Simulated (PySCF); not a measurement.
## Polarisability and C₆ of Kr²⁺ (krypton, charge +2)

[Ar] 3d10 4s2 4p4, high-spin 3P determinant. Calculation: PySCF 2.14, in aug-cc-pwCVTZ-PP with ECP10MDF; scalar relativity through the core potential. Coupled (time-dependent) response in atomic units; α is the mean over directions.

```json
{"method": "UHF", "mean α (bohr³)": "7.438", "α xx, yy, zz": "7.452, 7.410, 7.452", "C₆ (like pair)": "36.89", "S(−4)": "10.60"}
{"method": "PBE", "mean α (bohr³)": "7.582", "α xx, yy, zz": "7.518, 7.711, 7.518", "C₆ (like pair)": "37.75", "S(−4)": "11.13"}
{"method": "PBE0", "mean α (bohr³)": "7.500", "α xx, yy, zz": "7.459, 7.580, 7.459", "C₆ (like pair)": "37.24", "S(−4)": "10.81"}
{"method": "PW91", "mean α (bohr³)": "7.574", "α xx, yy, zz": "7.510, 7.702, 7.510", "C₆ (like pair)": "37.67", "S(−4)": "11.14"}
{"method": "MN15", "mean α (bohr³)": "7.648", "α xx, yy, zz": "7.609, 7.726, 7.609", "C₆ (like pair)": "37.42", "S(−4)": "11.70"}
```

S(−4) is the Cauchy moment in α(ω) = α(0) + S(−4) ω² + …

Spin-orbit coupling is absent.

α(iu) at PW91:

```json
{"u (hartree)": "0", "α(iu) (bohr³)": "7.574"}
{"u (hartree)": "0.0500", "α(iu) (bohr³)": "7.547"}
{"u (hartree)": "0.100", "α(iu) (bohr³)": "7.465"}
{"u (hartree)": "0.200", "α(iu) (bohr³)": "7.156"}
{"u (hartree)": "0.300", "α(iu) (bohr³)": "6.699"}
{"u (hartree)": "0.500", "α(iu) (bohr³)": "5.586"}
{"u (hartree)": "0.750", "α(iu) (bohr³)": "4.259"}
{"u (hartree)": "1.00", "α(iu) (bohr³)": "3.235"}
{"u (hartree)": "1.50", "α(iu) (bohr³)": "1.978"}
{"u (hartree)": "2.00", "α(iu) (bohr³)": "1.327"}
{"u (hartree)": "3.00", "α(iu) (bohr³)": "0.7360"}
{"u (hartree)": "5.00", "α(iu) (bohr³)": "0.3537"}
```

For an ion, C₆ is the dispersion term alone; charge-induced terms of lower order in 1/R come first.

The components differ because the open shell of this determinant is not spherical; for a pure term their mean is the scalar polarisability.

Energies and moments cover only the electrons outside the core potential.
